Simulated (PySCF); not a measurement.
A calculated (PBE0, PySCF 2.14, x2c-TZVPPall, the spin-free X2C one-electron Hamiltonian (Gaussian nucleus)) atom or ion has these occupied shells.

```csv
shell,electrons,orbital energy (eV),"rms radius, mean of both spins (bohr)"
1s β,1,-4446.7,0.0844
1s α,1,-4446.7,0.0844
2s α,1,-502.50,0.372
2s β,1,-502.24,0.372
2p α,3,-413.67,0.341
2p β,3,-413.44,0.341
3s α,1,-74.925,1.15
3s β,1,-73.958,1.15
3p α,3,-52.005,1.26
3p β,3,-50.922,1.26
3d α,1,-20.283,1.76
```

(1) Name the element and its charge.

Results:

(1) Sc²⁺ (scandium, charge +2), in [Ar] 3d1, 2D determinant.
